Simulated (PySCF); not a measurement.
trisilylamine (H9NSi3), SMILES [SiH3]N([SiH3])[SiH3].

Geometry optimised at TPSSh-D3(BJ)/def2-SVP.

Level of theory: PySCF with HF/def2-TZVP.

Symmetry labels are those of the subgroup Cs that the program uses (full group C3h).

Task: List the valence orbital energies around the gap with their symmetry. (The exact figures need the calculation; the answer reports its results.)

Result: 
```tsv
orbital	symmetry	energy (eV)
HOMO−7	A'	-14.94
HOMO−6	A"	-14.72
HOMO−5	A"	-13.18
HOMO−4	A"	-13.18
HOMO−3	A'	-12.96
HOMO−2	A'	-12.96
HOMO−1	A'	-12.80
HOMO	A"	-10.77
LUMO	A'	2.74
LUMO+1	A'	3.95
LUMO+2	A'	3.95
LUMO+3	A'	3.98
```
